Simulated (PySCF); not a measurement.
HNSi, SMILES [SiH]#N.

Geometry: B3LYP-D3(BJ)/def2-TZVPD.

Two levels are set side by side: TDDFT-PBE/def2-TZVPD (PySCF) and TDDFT-M06-2X/def2-TZVPD (PySCF). Vertical, same geometry. The lowest singlet is HOMO−1→LUMO 98 % with PBE and HOMO−1→LUMO+2 50 %, HOMO→LUMO+1 50 % with the other functional; states are paired by order. Differences are taken from unrounded values.

```tsv
quantity	TDDFT-M06-2X
lowest singlet excitation (eV)	3.10
lowest triplet excitation (TDA) (eV)	2.54
first bright state (f over 0.05) (eV)	6.99
its oscillator strength	0.06
```

**Question.** What does TDDFT-PBE give, and how far is it from TDDFT-M06-2X? (An estimate is asked for; the answer gives what the named calculation found.)

**Answer.** 
```json
[
 {"quantity": "lowest singlet excitation (eV)", "TDDFT-PBE": "3.91", "TDDFT-PBE minus TDDFT-M06-2X": "0.81"},
 {"quantity": "lowest triplet excitation (TDA) (eV)", "TDDFT-PBE": "2.76", "TDDFT-PBE minus TDDFT-M06-2X": "0.22"},
 {"quantity": "first bright state (f over 0.05) (eV)", "TDDFT-PBE": "6.55", "TDDFT-PBE minus TDDFT-M06-2X": "-0.44"},
 {"quantity": "its oscillator strength", "TDDFT-PBE": "0.06", "TDDFT-PBE minus TDDFT-M06-2X": "0.00"}
]
```

Rough cost on one machine, each run with all the roots and properties that it gave: TDDFT-M06-2X against TDDFT-PBE about 10 times.
